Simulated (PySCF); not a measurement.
PBE0-D3(BJ)/def2-SVP geometry optimisation, IEF-PCM water with PySCF 2.14 and geomeTRIC: [ZrCl6]3-, charge -3, multiplicity 2. Start (model start, shaken):

```
7

Zr    0.0000    0.0045   -0.0041
Cl   -0.0134   -0.0068    2.3151
Cl    0.0009    0.0201   -2.3374
Cl    2.3207    0.0073    0.0053
Cl   -2.3284   -0.0140   -0.0004
Cl    0.0104    2.3098   -0.0069
Cl   -0.0285   -2.3493   -0.0276
```

```json
{"step": "0", "E − E(start) / kcal mol⁻¹": "0.00", "largest force / Eh bohr⁻¹": "0.08428"}
{"step": "1", "E − E(start) / kcal mol⁻¹": "-39.99", "largest force / Eh bohr⁻¹": "0.03989"}
{"step": "2", "E − E(start) / kcal mol⁻¹": "-51.76", "largest force / Eh bohr⁻¹": "0.02132"}
{"step": "3", "E − E(start) / kcal mol⁻¹": "-56.45", "largest force / Eh bohr⁻¹": "0.00489"}
{"step": "4", "E − E(start) / kcal mol⁻¹": "-57.03", "largest force / Eh bohr⁻¹": "0.00356"}
{"step": "5", "E − E(start) / kcal mol⁻¹": "-58.46", "largest force / Eh bohr⁻¹": "0.00099"}
{"step": "6", "E − E(start) / kcal mol⁻¹": "-58.54", "largest force / Eh bohr⁻¹": "0.00075"}
{"step": "7", "E − E(start) / kcal mol⁻¹": "-57.90", "largest force / Eh bohr⁻¹": "0.00326"}
{"step": "8", "E − E(start) / kcal mol⁻¹": "-58.56", "largest force / Eh bohr⁻¹": "0.00179"}
{"step": "9", "E − E(start) / kcal mol⁻¹": "-58.69", "largest force / Eh bohr⁻¹": "0.00105"}
{"step": "10", "E − E(start) / kcal mol⁻¹": "-58.76", "largest force / Eh bohr⁻¹": "0.00100"}
{"step": "11", "E − E(start) / kcal mol⁻¹": "-58.80", "largest force / Eh bohr⁻¹": "0.00127"}
{"step": "12", "E − E(start) / kcal mol⁻¹": "-58.80", "largest force / Eh bohr⁻¹": "0.00088"}
{"step": "13", "E − E(start) / kcal mol⁻¹": "-58.85", "largest force / Eh bohr⁻¹": "0.00047"}
{"step": "14", "E − E(start) / kcal mol⁻¹": "-58.85", "largest force / Eh bohr⁻¹": "0.00030"}
```

The optimisation met its thresholds. End point:

```
7

Zr   -0.0045   -0.0051   -0.0077
Cl   -0.1712   -0.1674    2.5836
Cl    0.1526    0.1649   -2.5982
Cl    2.5663   -0.0450    0.1396
Cl   -2.5738    0.0341   -0.1701
Cl    0.1184    2.5552    0.1640
Cl   -0.1262   -2.5651   -0.1670
```

Metal–donor distances, start → end: Cl2 2.319 → 2.602 Å, Cl3 2.333 → 2.601 Å, Cl4 2.321 → 2.575 Å, Cl5 2.329 → 2.575 Å, Cl6 2.305 → 2.569 Å, Cl7 2.354 → 2.568 Å.

No frequencies were computed, so the end point may be a saddle point. 1 SCF steps did not converge.

The job took 11 min on one thread of Arm Neoverse V1 (shared host), with 139 basis functions and a peak of 1.1 GiB, launched as `OMP_NUM_THREADS=1 python lf_run.py task.json out`.
